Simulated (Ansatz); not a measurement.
`C=C[SiH](O)[SiH](O)O`. Charge 0, multiplicity 1. All single points use the PBE0-D4/def2-TZVP geometry. It is one conformer, not always the lowest.

```xyz
15

C    -1.507    1.819    0.508
C    -0.236    1.749    0.896
Si    0.957    0.458    0.281
O     1.856   -0.194    1.517
Si   -0.136   -1.402   -0.644
O     0.912   -2.438   -1.388
O    -1.170   -0.826   -1.786
H    -1.934    1.106   -0.193
H    -2.175    2.600    0.860
H     0.126    2.502    1.596
H     1.888    1.100   -0.697
H     2.621    0.299    1.817
H    -0.871   -2.180    0.401
H     1.304   -3.123   -0.845
H    -1.634   -1.471   -2.324
```

Question: What is the dipole moment at PBE/def2-TZVPP? (Estimate.)

Answer: The calculation gave: 0.83 D, with components (0.22, -0.47, 0.65) D in this frame, pointing from negative to positive charge.

Question: And with r2SCAN, B3LYP, ωB97M-V? (An estimate is asked.)

Answer: Computed: r2SCAN 0.84 D, B3LYP 0.84 D, ωB97M-V 0.84 D.

Question: Give the Mulliken charges with PBE, r2SCAN, B3LYP in def2-TZVPP. (Best estimate.)

Answer: The calculation gave: 
```tsv
atom	PBE	r2SCAN	B3LYP
C1	-0.16	-0.12	-0.18
C2	-0.17	-0.22	-0.21
Si3	0.34	0.46	0.44
O4	-0.37	-0.44	-0.42
Si5	0.47	0.58	0.57
O6	-0.34	-0.40	-0.38
O7	-0.35	-0.42	-0.39
H8	0.08	0.08	0.10
H9	0.09	0.07	0.10
H10	0.07	0.05	0.08
H11	-0.10	-0.11	-0.11
H12	0.18	0.20	0.18
H13	-0.12	-0.13	-0.13
H14	0.19	0.20	0.18
H15	0.18	0.20	0.18
```

B3LYP here is the variant with VWN-RPA as its local correlation; programs differ in this.
